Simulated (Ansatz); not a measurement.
A run for Ansatz (a first-principles code): R-revPBE/def2-TZVPPD on AsH3 (SMILES [AsH3]). Files ending in .json are basis or fitting sets from the Basis Set Exchange.

Ansatz 0.2 input:
```yaml
crystal:
  periodic: [false, false, false]
  atoms:
    - {symbol: As, position_ang: [-0.16615097, 0.28404701, 2.80959058]}
    - {symbol: H, position_ang: [0.62439474, -0.09216898, 4.04940483]}
    - {symbol: H, position_ang: [-1.49522954, -0.17146123, 3.38382181]}
    - {symbol: H, position_ang: [-0.35317878, 1.72967847, 3.23249768]}
basis:
  gaussian:
    orbitals: def2-TZVPPD.json
hamiltonian:
  xc: {name: revPBE}
scf: {lower_state_search: off}
```

Output:

```
WARN ansatz: RAYON_NUM_THREADS=2 ignored (pool sized by the plan → 2); use --threads N
Functional definition: revPBE
these checks for a lower state are left out or cut short: stability, starts, cluster_reference, orbital_swaps, neighbouring_geometries, increment
integrals: 0.02 GiB planned
584 factors; their error is unknown
mean field: 0.23 GiB planned
mean field evaluation 1: about -60884.5044 eV, gradient 1.7e1 eV
mean field evaluation 2: about -60884.8301 eV, gradient 1.3e1 eV
mean field evaluation 4: about -60885.0939 eV, gradient 6.2e-1 eV
mean field evaluation 8: about -60885.0862 eV, gradient 1.0e-2 eV
mean field -60885.08616323 eV, -2237.4856471049 hartree, gradient 6.1e-6 eV, S^2 0.000000; 0 other end points of the search recorded, 0 dependent functions left out
reference -60885.08619971 eV, -2237.4856484457 hartree; 18, 18 occupied and 87, 87 virtual orbitals, 584 factors
Total energy: -60885.08619971 eV, -2237.4856484457 hartree
Checks for a lower state left out: stability, starts, cluster_reference, orbital_swaps, neighbouring_geometries, increment
```

Self-consistency was reached.

Cost: about 0.3 core-seconds (a rough figure).
